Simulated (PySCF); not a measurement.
Compound: C₇H₁₀NP.
Numbering: `[CH:1]#[C:2][P@:3]1(=[NH:4])[CH2:5][C@H:6]([CH:7]=[CH2:8])[CH2:9]1`

Geometry (GFN2-xTB, Å), atoms numbered from 1 in this order:
```xyz
19
C7H10NP angstrom
C     -2.1063    2.2695    0.6647
C     -1.8812    1.1223    0.3879
P     -1.5807   -0.5612   -0.0225
N     -2.9657   -1.2438   -0.1923
C     -0.1409   -1.0824    1.0576
C      0.8653   -0.6615   -0.0412
C      1.5029    0.6497    0.2749
C      2.8046    0.8666    0.2642
C     -0.1365   -0.5315   -1.2154
H     -2.3024    3.2738    0.9075
H     -2.9424   -2.2257   -0.4274
H     -0.0137   -0.5837    2.0176
H     -0.1480   -2.1615    1.2253
H      1.6380   -1.4120   -0.2245
H      0.8094    1.4451    0.5170
H      3.5076    0.0857    0.0225
H      3.2259    1.8301    0.4943
H     -0.1439   -1.4179   -1.8534
H     -0.0019    0.3474   -1.8446
```

Probes without a nucleus sit at each ring's centroid and 1 Å off its mean plane on both sides; NICS is minus the shielding there, NICSzz its component along the normal. Level: GIAO PBE0/pcSseg-1 (PySCF, non-relativistic, gas phase) on the GFN2-xTB geometry, one conformer.

Ring bond lengths (Å), with Mayer bond orders in brackets: P3–C5 1.874 (0.87), C5–C6 1.548 (0.97), C6–C9 1.549 (0.97), C9–P3 1.873 (0.87).

**Question.** Give the NICS values of each ring in ppm.

**Answer.** 
| ring | type | NICS(0) | NICS(1), two faces | NICS(1)zz, two faces | rms pucker (Å) | centre to ring atoms, mean (Å) |
| --- | --- | --- | --- | --- | --- | --- |
| P3–C5–C6–C9 | 4-membered ring with P; formal bonds all single | -1.7 | -1.4 / -1.7 | 1.5 / -0.8 | 0.10 | 1.20 |

**Question.** What do they say, and how far can they be read as aromaticity?

**Answer.** 
- P3–C5–C6–C9: mean NICS(1)zz 0.3 ppm, near zero. P3, C5, C6, C9 have four or more neighbours; no verdict on aromaticity is drawn.

**Question.** What field does 9.4 T along the ring normal induce along that normal at the second NICS(1) probe listed for ring P3–C5–C6–C9, 1 Å off the ring?

**Answer.** NICSzz × B0 = -0.8 ppm × 9.4 T = -8 μT, against the applied field.

**Question.** List the ring angles and the Hirshfeld charges of the ring atoms.

**Answer.** 
- P3–C5–C6–C9: P3 77.2° (+0.406 e), C5 90.8° (-0.118 e), C6 98.1° (-0.026 e), C9 90.8° (-0.118 e); sum 357.0° against 360° for a flat convex ring.

**Question.** What are the shieldings of the ring atoms and their hydrogens in the same run (means over atoms taken as equivalent)?

**Answer.** 
```json
{"atoms": "P3", "environment": "phosphorus bonded to 3 C and N", "σ isotropic (ppm)": "344.3", "principal values of the symmetric part, first atom (ppm)": "244.5, 267.6, 520.7"}
{"atoms": "C5 (×2)", "environment": "sp3 carbon bound to phosphorus", "σ isotropic (ppm)": "131.2", "principal values of the symmetric part, first atom (ppm)": "90.9, 135.1, 168.9"}
{"atoms": "C6", "environment": "allylic carbon", "σ isotropic (ppm)": "155.8", "principal values of the symmetric part, first atom (ppm)": "146.2, 146.8, 174.4"}
{"atoms": "H12 (×2)", "environment": "methylene hydrogen", "σ isotropic (ppm)": "29.05", "principal values of the symmetric part, first atom (ppm)": "26.2, 27.4, 33.6"}
{"atoms": "H13 (×2)", "environment": "methylene hydrogen", "σ isotropic (ppm)": "28.80", "principal values of the symmetric part, first atom (ppm)": "25.8, 27.8, 32.9"}
{"atoms": "H14", "environment": "methine hydrogen", "σ isotropic (ppm)": "29.16", "principal values of the symmetric part, first atom (ppm)": "25.4, 27.7, 34.4"}
```
